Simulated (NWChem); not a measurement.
Species: GeNH3F2; SMILES [GeH]([NH2])([F])[F]

```xyz
7

Ge    -0.0218     0.3055    -0.0270
N      1.7106    -0.0995    -0.2522
F     -0.8432    -0.2391    -1.4436
F     -0.7810    -0.6171     1.2315
H     -0.2941     1.7811     0.2346
H      1.9240    -1.0663    -0.4796
H      2.3594     0.2545     0.4438
```
Atoms are numbered in this order, from 1.

Program: NWChem. STO-3G and 3-21G are far too small for this property and stand as cheap habits. Structure relaxed at the PBE0/def2-SVP level. GIAO values for the isolated, static molecule; σ is the absolute isotropic shielding, δ = σ(reference) − σ with the isolated reference molecule computed at the same levels (19F: trichlorofluoromethane, 1H: tetramethylsilane, 15N: ammonia).

For level LDA (Slater exchange, VWN5)/pcSseg-1:

* **σ Ge1 (ppm)**: 1185.2
* **δ N2 (ppm)**: 46.9
* **δ F3 (ppm)**: -174.4
* **δ F4 (ppm)**: -132.0
* **δ H5 (ppm)**: 6.27
* **δ H6 (ppm)**: 1.37
* **δ H7 (ppm)**: 1.22

Problem. Estimate the same quantities for level Hartree-Fock/STO-3G.

Solution. 
- σ Ge1 (ppm) = 2260.2
- δ N2 (ppm) = -54.7
- δ F3 (ppm) = -214.8
- δ F4 (ppm) = -201.9
- δ H5 (ppm) = 2.32
- δ H6 (ppm) = -1.44
- δ H7 (ppm) = -1.65
